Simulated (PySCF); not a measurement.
CdH₂, SMILES [CdH2]. Atoms are numbered in the order given.

```xyz
3

Cd     0.0000     0.0000     0.0000
H      0.0000     0.0000    -1.6773
H      0.0000     0.0000     1.6773
```

Geometry optimised at PBE0-D3(BJ)/def2-TZVPD. The def2 effective core potentials stand for the cores of Cd; spin–orbit coupling is left out.

Calculation: TDDFT-B3LYP/def2-TZVPD in PySCF.

Vertical excitations; the highest root listed may be one member of a degenerate set.  State labels are in the subgroup D2h.

```csv
state,symmetry,energy (eV),λ (nm),f,main pairs
S1,B2g,5.61,221,0.000,HOMO→LUMO+1 (degenerate set)
S2,B3g,5.61,221,0.000,HOMO→LUMO (degenerate set)
S3,B2u,7.67,162,0.367,HOMO−1→LUMO (degenerate set)
S4,B3u,7.67,162,0.367,HOMO−1→LUMO+1 (degenerate set)
S5,B1u,8.33,149,1.115,HOMO→LUMO+2 89 %
S6,B1u,8.66,143,0.044,HOMO→LUMO+3 92 %
S7,Ag,8.75,142,0.000,"HOMO−1→LUMO+2 85 %, HOMO→LUMO+4 14 %"
S8,Ag,9.60,129,0.000,"HOMO→LUMO+4 83 %, HOMO−1→LUMO+2 14 %"
S9,Ag,10.37,120,0.000,HOMO−1→LUMO+3 96 %
S10,B2u,10.44,119,0.459,HOMO→LUMO+6 96 %
T1,B3g,5.27,235,0,HOMO→LUMO (degenerate set)
T2,B2g,5.27,235,0,HOMO→LUMO+1 (degenerate set)
T3,B1u,5.75,216,0,HOMO→LUMO+2 98 %
T4,B3u,6.48,191,0,HOMO−1→LUMO+1 98 %
```
Triplets are in the Tamm–Dancoff approximation, which puts them higher than full response would, so one can lie above its singlet here.
